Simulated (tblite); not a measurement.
Isomers of C2H10OSi3. Calculated harmonic vibrations of the isolated species, GFN2-xTB (tblite), most abundant isotopes, no scaling. Errors from tens to a few hundred cm⁻¹ against measured bands are possible. Modes of hydrogen on silicon can be 10 to 20 % off. One conformer each.

Electronic energies: GFN2-xTB at the same geometries; isomer energies are rough at this level and their order can be wrong.

```csv
SMILES,"electronic energy, lowest = 0 (kcal/mol)"
C[C@H]1[SiH2][Si@H](O)[SiH2]1,23.2
[SiH3]/C=C(/[SiH3])O[SiH3],0.0
CC(=O)[SiH]([SiH3])[SiH3],48.8
```

Q: How do GFN2-xTB zero-point energies change the relative energies?

A: 
| SMILES | ZPE (kcal/mol) | of it from modes above 1550 cm⁻¹ | electronic (kcal/mol) | with ZPE, lowest = 0 (kcal/mol) | lowest mode (cm⁻¹) | rings |
| --- | --- | --- | --- | --- | --- | --- |
| [SiH3]/C=C(/[SiH3])O[SiH3] | 61.1 | 35.7 | 0.0 | 0.0 | 39 | 0 |
| C[C@H]1[SiH2][Si@H](O)[SiH2]1 | 68.2 | 37.9 | 23.2 | 30.3 | 28 | 1 |
| CC(=O)[SiH]([SiH3])[SiH3] | 63.4 | 37.6 | 48.8 | 51.0 | 6i | 0 |

The zero-point energies span 7.1 kcal/mol, from `[SiH3]/C=C(/[SiH3])O[SiH3]` to `C[C@H]1[SiH2][Si@H](O)[SiH2]1`. Slightly imaginary modes are left out of the zero-point energy: `CC(=O)[SiH]([SiH3])[SiH3]` 5.7i cm⁻¹. The order is unchanged.
